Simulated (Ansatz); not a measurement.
Reaction (substitution at a C–Sn bond): `C#[C][Sn]([Cl])([Cl])[Cl]` + `O[SiH2]F` → `C#CO[SiH2]F` + `[Cl][SnH]([Cl])[Cl]`

Isolated molecules relaxed with PBE0-D4/def2-TZVP in Ansatz; ΔE leaves out vibrations. CCSD(T)/CBS adds triple-zeta CCSD(T) − MP2 to the extrapolated MP2 energy (def2 sets, frozen cores). Functionals use def2-TZVPP. Elements past krypton have def2 core potentials. For Sn outer-core shells are correlated without core-valence functions, which leaves a few kJ/mol of doubt a bond. One conformer a species, not always the lowest.

| level | ΔE (eV) |
| --- | --- |
| r2SCAN0-D4 | 1.03 |
| HF/def2-SVP | 0.92 |
| CCSD(T)/def2-SVP | 1.02 |
| CCSD/CBS(def2) | 1.23 |

(1) What does CCSD(T)/CBS give? (An estimate is asked.)

(2) What do rigid-rotor, harmonic-oscillator terms from PBE0-D4/def2-TZVP frequencies (298.15 K, 1 bar) make of the CCSD(T)/CBS value? (Estimate.)

Largest T1 diagnostic among the species: 0.013.

Results:

(1) Ansatz gave: +1.26 eV. The listed levels differ from it by -0.23, -0.34, -0.24, -0.03 eV.

(2) The calculation gave: ΔZPE = -0.07 eV, ΔH = +1.18 eV, ΔS = 0 J/(mol·K), ΔG = +1.18 eV. Modes under 50 cm⁻¹ make the entropy rough.

From BLYP to BHLYP (50 % exact exchange), in def2-TZVPP and without D4, ΔE moves by +0.07 eV. Leaving LDA and LC-ωPBE aside and taking each functional with its dispersion term where it has one, the values, not all of them listed here, spread over 0.19 eV, from PBE-D4 to PBE-QIDH. LDA lies −0.15 eV from PBE without D4. The D4 term adds +0.04 eV with B3LYP and +0.02 eV with PBE0; it sums over pairs of atoms, weighted by their polarisabilities, and B3LYP, whose exchange is more repulsive, gets the larger term.

B3LYP here is the variant with VWN-RPA as its local correlation; programs differ in this.
